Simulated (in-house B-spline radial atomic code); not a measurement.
# BHandHLYP excitations of the fluorine ion F⁵⁺

Method: BHandHLYP. Computed with a B-spline radial code for spherical atoms: linear response of the closed shell [He] 2s2 with the functional's adiabatic kernel; non-relativistic, point nucleus, no spin-orbit coupling, no double excitations, S, P, D and F terms only.

Command:
```bash
python run_td.py task.json out
```
Settings (radii: box in bohr, nucleus in fm):
```
Z                        9
electrons                4
configuration            [He] 2s2
hamiltonian              nr
method                   bhandhlyp
box_radius               16.35
intervals                48
```

Cost of the run: 0.1 s on 1 thread of Intel(R) Xeon(R) 6975P-C (Granite Rapids), with other jobs on the host.

The lowest states, in the order of their Tamm-Dancoff energies; the method's threshold (minus the highest occupied level) is 149.59 eV. Labels give the largest channel, * marks a mixed state, and oscillator strengths are full-response dipole values. Semilocal kernels can invert the small singlet-triplet splittings of Rydberg terms. Energies in eV:

```
     state  full response  Tamm-Dancoff  oscillator strength
2s → 2p 3P          7.624         9.620                    -
2s → 2p 1P         20.859        21.862                0.419
2s → 3s 3S          89.15         89.17                    -
2s → 3s 1S          92.23         92.27                    -
2s → 3p 3P          93.92         93.93                    -
2s → 3p 1P          95.33         95.34                0.452
2s → 3d 3D          96.57         96.61                    -
2s → 3d 1D          99.09         99.10                    -
2s → 4s 3S         118.59        118.60                    -
2s → 4s 1S              ?             ?                    -
2s → 4p 3P         120.42        120.42                    -
2s → 4p 1P         120.82        120.82                0.127
2s → 4d 3D              ?             ?                    -
2s → 4f 3F         122.11        122.12                    -
2s → 4d 1D         122.23        122.23                    -
2s → 4f 1F         122.45        122.45                    -
```

Where does 2s → 4s 1S lie?

At 119.48 eV in full response, 119.49 eV in Tamm-Dancoff.

Where does 2s → 4d 3D lie?

At 121.53 eV in full response, 121.54 eV in Tamm-Dancoff.

How large is the singlet-triplet splitting of 2s → 2p (P terms) in Tamm-Dancoff?

12.2 eV, from the unrounded values.

What polarisabilities and dispersion coefficient does the method give?

Dipole 0.7734 bohr³, quadrupole 0.2078 bohr⁵, C6 0.3891 hartree·bohr⁶ for two such species.
